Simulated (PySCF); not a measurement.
## Broadened absorption spectrum of H11O3PSi4

H11O3PSi4.
SMILES: `[SiH3]O[SiH](O[SiH3])O[SiH2]P`

Theory: TDDFT CAM-B3LYP/def2-SVPD, vertical, gas phase, core orbitals frozen in the response in PySCF 2.14.0, density-fitted response routines. The structure is a single PBE0-D3(BJ)/def2-SVP conformer in the gas phase; no vibrational or solvent corrections.

Broadening: Gaussians 0.5 eV wide at half height, area fixed by f = 4.319×10⁻⁹ ∫ε dν̃. The width is an assumption, not a result. The curve ends short of the highest state used, and states not computed would add to its high-energy end.

E (eV), ε (L mol⁻¹ cm⁻¹) and a bar:
```
     5.72          4 
     5.76          7 
     5.79         12 
     5.82         19 
     5.85         28 
     5.88         43 
     5.91         63 
     5.94         91 
     5.97        129 
     6.00        180 
     6.03        246 
     6.06        329 #
     6.09        432 #
     6.13        604 #
     6.16        760 #
     6.19        939 ##
     6.22       1139 ##
     6.25       1358 ##
     6.28       1592 ###
     6.31       1834 ###
     6.34       2079 ###
     6.37       2319 ####
     6.40       2550 ####
     6.43       2763 #####
     6.46       2955 #####
     6.49       3122 #####
     6.53       3308 ######
     6.56       3424 ######
     6.59       3525 ######
     6.62       3624 ######
     6.65       3735 ######
     6.68       3874 #######
     6.71       4062 #######
     6.74       4320 #######
     6.77       4672 ########
     6.80       5138 #########
     6.83       5737 ##########
     6.86       6480 ###########
     6.90       7702 #############
     6.93       8780 ###############
     6.96       9974 #################
     6.99      11247 ###################
     7.02      12553 #####################
     7.05      13837 #######################
     7.08      15035 #########################
     7.11      16087 ###########################
     7.14      16932 #############################
     7.17      17522 #############################
     7.20      17821 ##############################
     7.23      17811 ##############################
     7.26      17493 #############################
     7.30      16626 ############################
     7.33      15692 ##########################
     7.36      14572 #########################
     7.39      13326 ######################
     7.42      12013 ####################
```

Problem. Locate the maxima and give the states behind the curve.

Solution. 172 nm (7.21 eV), ε about 18000, made up of S4 (93%) (ε in L mol⁻¹ cm⁻¹; maxima over ε = 5, shares over 10%). The states used: S1 6.47 eV (f 0.040); S2 6.73 eV (f 0.031); S3 7.05 eV (f 0.014); S4 7.21 eV (f 0.309); S5 7.49 eV (f 0.018); S6 7.64 eV (f 0.0099); S7 7.75 eV (f 0.0037); S8 7.84 eV (f 0.015); S9 7.94 eV (f 0.0021); S10 8.02 eV (f 0.017).

Problem. On this curve, what absorbance would a 10⁻⁵ mol/L sample give at 193 nm over a 1 cm path?

Solution. 193 nm is 6.424 eV, where ε is about 2700 L mol⁻¹ cm⁻¹, so A = ε c l ≈ 0.027 (Beer–Lambert, with the gas-phase spectrum and the assumed width).

Problem. What would ε be at 7.21 eV, the highest of these maxima, with half the width (0.25 eV)?

Solution. About 33800 L mol⁻¹ cm⁻¹ against 17900, a factor of about 1.9; a lone state at its own centre would give exactly 2.

Problem. Coming from long wavelengths, where does ε first pass 100 L mol⁻¹ cm⁻¹?

Solution. At about 208 nm (5.95 eV), 0.53 eV below S1.

The vertical ionisation energy (ΔSCF) is 9.74 eV, 1.72 eV above S10.

Without π bonds the low states are Rydberg-like; a valence basis with one diffuse set may place them up to an eV too high.
